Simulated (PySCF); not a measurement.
PySCF input for Cl2HSi, SMILES Cl[SiH]Cl (connectivity only; charge and spin as stated), charge +1, multiplicity 1, ADC(2)/aug-cc-pVDZ. Geometry: TPSSh-D3(BJ)/def2-TZVP. The multiplicity is an assumed one; other spin states were not compared. The isomer is the one that the SMILES or the coordinates give; other isomers of the formula were not compared.

```python
import numpy as np
from pyscf import gto, scf, dft, adc

mol = gto.M(
    atom='''
    Cl    0.00000000   -1.69826293   -0.32435825
    Si   -0.00000000    0.00000000    0.63768236
    Cl    0.00000000    1.69826293   -0.32435825
    H     0.00000001    0.00000000    2.10062756
    ''',
    basis='aug-cc-pVDZ',
    charge=1,
    spin=0,
    max_memory=1600,
    verbose=4,
)
mf = scf.RHF(mol)
mf.conv_tol = 1e-10
mf.max_cycle = 100
mf.kernel()
res = {}
for kind, nroots in (('ee', 6), ('ip', 6), ('ea', 2)):
    a = adc.ADC(mf).density_fit('aug-cc-pvdz-ri')
    a.method, a.method_type = 'adc(2)', kind
    e, v, p, x = a.kernel(nroots=nroots)
    res[kind] = (e * 27.211386245988, p)
for kind, (e, p) in res.items():
    print(kind, 'energies / eV', np.round(e, 3), 'strengths', np.round(p, 4))
```

It prints:

```
PySCF version 2.14.0

[INPUT] verbose = 4
[INPUT] num. atoms = 4
[INPUT] num. electrons = 48
[INPUT] charge = 1
[INPUT] spin (= nelec alpha-beta = 2S) = 0
[INPUT] symmetry False subgroup None
[INPUT] Mole.unit = angstrom
[INPUT] Symbol           X                Y                Z      unit          X                Y                Z       unit  Magmom
[INPUT]  1 Cl     0.000000000000  -1.698262930000  -0.324358250000 AA    0.000000000000  -3.209251825201  -0.612948258743 Bohr   0.0
[INPUT]  2 Si     0.000000000000   0.000000000000   0.637682360000 AA    0.000000000000   0.000000000000   1.205045014866 Bohr   0.0
[INPUT]  3 Cl     0.000000000000   1.698262930000  -0.324358250000 AA    0.000000000000   3.209251825201  -0.612948258743 Bohr   0.0
[INPUT]  4 H      0.000000010000   0.000000000000   2.100627560000 AA    0.000000018897   0.000000000000   3.969610778113 Bohr   0.0

nuclear repulsion = 185.220248355663
number of shells = 29
number of NR pGTOs = 161
number of NR cGTOs = 90
basis = aug-cc-pVDZ
ecp = {}


******** <class 'pyscf.scf.hf.RHF'> ********
method = RHF
initial guess = minao
damping factor = 0
level_shift factor = 0
DIIS = <class 'pyscf.scf.diis.CDIIS'>
diis_start_cycle = 1
diis_space = 8
diis_damp = 0
SCF conv_tol = 1e-10
SCF conv_tol_grad = None
SCF max_cycles = 100
direct_scf = True
direct_scf_tol = 1e-13
Set gradient conv threshold to 1e-05
Initial guess from minao.
init E= -1208.99414994581
  HOMO = -0.422342442461467  LUMO = -0.0352457097479704  gap/eV = 10.53344
cycle= 1 E= -1208.20833012337  delta_E= 0.786  |g|= 0.495  |ddm|= 1.55
  HOMO = -0.725701290556711  LUMO = -0.289375568175757  gap/eV = 11.87303
cycle= 2 E= -1208.28712196867  delta_E= -0.0788  |g|= 0.243  |ddm|= 0.766
  HOMO = -0.715473784025507  LUMO = -0.212755179981424  gap/eV = 13.67967
cycle= 3 E= -1208.3055323203  delta_E= -0.0184  |g|= 0.0337  |ddm|= 0.274
  HOMO = -0.704610805388218  LUMO = -0.203279593465735  gap/eV = 13.64192
cycle= 4 E= -1208.30603531528  delta_E= -0.000503  |g|= 0.00776  |ddm|= 0.0767
  HOMO = -0.706962573789972  LUMO = -0.20377351116032  gap/eV = 13.69247
cycle= 5 E= -1208.30607107748  delta_E= -3.58e-05  |g|= 0.00206  |ddm|= 0.0169
  HOMO = -0.706857916967099  LUMO = -0.203969570468642  gap/eV = 13.68429
cycle= 6 E= -1208.30607449811  delta_E= -3.42e-06  |g|= 0.000529  |ddm|= 0.00422
  HOMO = -0.706969887312177  LUMO = -0.203964905237805  gap/eV = 13.68746
cycle= 7 E= -1208.30607478348  delta_E= -2.85e-07  |g|= 0.000111  |ddm|= 0.0014
  HOMO = -0.706967917188946  LUMO = -0.203959252589808  gap/eV = 13.68756
cycle= 8 E= -1208.30607479404  delta_E= -1.06e-08  |g|= 2.52e-05  |ddm|= 0.000253
  HOMO = -0.706968526237278  LUMO = -0.203958353273642  gap/eV = 13.68760
cycle= 9 E= -1208.30607479445  delta_E= -4.12e-10  |g|= 6.02e-06  |ddm|= 5.3e-05
  HOMO = -0.706968344266363  LUMO = -0.20395857186777  gap/eV = 13.68759
cycle= 10 E= -1208.30607479447  delta_E= -2.41e-11  |g|= 1.64e-06  |ddm|= 1.5e-05
  HOMO = -0.706968289810885  LUMO = -0.203958630046906  gap/eV = 13.68759
Extra cycle  E= -1208.30607479448  delta_E= -5.23e-12  |g|= 7.78e-07  |ddm|= 2.6e-06
converged SCF energy = -1208.30607479448

******** <class 'pyscf.adc.radc.RADC'> ********
******** ADC Orbital Information ********
Number of Frozen Occupied Orbitals: 0
Number of Frozen Virtual Orbitals: 0
Number of Active Occupied Orbitals: 24
Number of Active Virtual Orbitals: 66
*****************************************
******** <class 'pyscf.df.df.DF'> ********
auxbasis = aug-cc-pvdz-ri
Reference correlation energy (doubles): -0.39102003
MP2 correlation energy of reference state (a.u.) = -0.39102003

******** <class 'pyscf.adc.radc_ee.RADCEE'> ********
max_space = 12
max_cycle = 50
conv_tol = 1e-08

*************************************************************
        ADC calculation summary (singlet states only)
*************************************************************
adc(2) root 0  |  Energy (Eh) =   0.2150656438  |  Energy (eV) =   5.85223425  |  Osc. strength = 0.00000000  |  conv = True
adc(2) root 1  |  Energy (Eh) =   0.2234079420  |  Energy (eV) =   6.07923975  |  Osc. strength = 0.00064215  |  conv = True
adc(2) root 2  |  Energy (Eh) =   0.2376821166  |  Energy (eV) =   6.46765982  |  Osc. strength = 0.15102225  |  conv = True
adc(2) root 3  |  Energy (Eh) =   0.2767516789  |  Energy (eV) =   7.53079677  |  Osc. strength = 0.03700334  |  conv = True
adc(2) root 4  |  Energy (Eh) =   0.2858086547  |  Energy (eV) =   7.77724963  |  Osc. strength = 0.07438714  |  conv = True
adc(2) root 5  |  Energy (Eh) =   0.2870277261  |  Energy (eV) =   7.81042225  |  Osc. strength = 0.00000000  |  conv = True

******** <class 'pyscf.adc.radc.RADC'> ********
******** ADC Orbital Information ********
Number of Frozen Occupied Orbitals: 0
Number of Frozen Virtual Orbitals: 0
Number of Active Occupied Orbitals: 24
Number of Active Virtual Orbitals: 66
*****************************************
******** <class 'pyscf.df.df.DF'> ********
auxbasis = aug-cc-pvdz-ri
Reference correlation energy (doubles): -0.39102003
MP2 correlation energy of reference state (a.u.) = -0.39102003

******** <class 'pyscf.adc.radc_ip.RADCIP'> ********
max_space = 12
max_cycle = 50
conv_tol = 1e-08

*************************************************************
        ADC calculation summary (doublet states only)
*************************************************************
adc(2) root 0  |  Energy (Eh) =   0.6625392601  |  Energy (eV) =  18.02861156  |  Spec. factor = 1.80073416  |  conv = True
adc(2) root 1  |  Energy (Eh) =   0.6746985949  |  Energy (eV) =  18.35948391  |  Spec. factor = 1.80577892  |  conv = True
adc(2) root 2  |  Energy (Eh) =   0.6761931695  |  Energy (eV) =  18.40015336  |  Spec. factor = 1.80880501  |  conv = True
adc(2) root 3  |  Energy (Eh) =   0.7119278474  |  Energy (eV) =  19.37254347  |  Spec. factor = 1.80799291  |  conv = True
adc(2) root 4  |  Energy (Eh) =   0.7667936400  |  Energy (eV) =  20.86551774  |  Spec. factor = 1.80088318  |  conv = True
adc(2) root 5  |  Energy (Eh) =   0.7736587889  |  Energy (eV) =  21.05232795  |  Spec. factor = 1.81374768  |  conv = True

******** <class 'pyscf.adc.radc.RADC'> ********
******** ADC Orbital Information ********
Number of Frozen Occupied Orbitals: 0
Number of Frozen Virtual Orbitals: 0
Number of Active Occupied Orbitals: 24
Number of Active Virtual Orbitals: 66
*****************************************
******** <class 'pyscf.df.df.DF'> ********
auxbasis = aug-cc-pvdz-ri
Reference correlation energy (doubles): -0.39102003
MP2 correlation energy of reference state (a.u.) = -0.39102003

******** <class 'pyscf.adc.radc_ea.RADCEA'> ********
max_space = 12
max_cycle = 50
conv_tol = 1e-08

*************************************************************
        ADC calculation summary (doublet states only)
*************************************************************
adc(2) root 0  |  Energy (Eh) =  -0.2519320085  |  Energy (eV) =  -6.85541913  |  Spec. factor = 1.87021125  |  conv = True
adc(2) root 1  |  Energy (Eh) =  -0.1870708472  |  Energy (eV) =  -5.09045704  |  Spec. factor = 1.87325911  |  conv = True
ee energies / eV [5.852 6.079 6.468 7.531 7.777 7.81 ] strengths [0.     0.0006 0.151  0.037  0.0744 0.    ]
ip energies / eV [18.029 18.359 18.4   19.373 20.866 21.052] strengths [1.8007 1.8058 1.8088 1.808  1.8009 1.8137]
ea energies / eV [-6.855 -5.09 ] strengths [1.8702 1.8733]
```

The calculation finished and met its thresholds.

Cost: about 4 core-minutes (a rough figure).
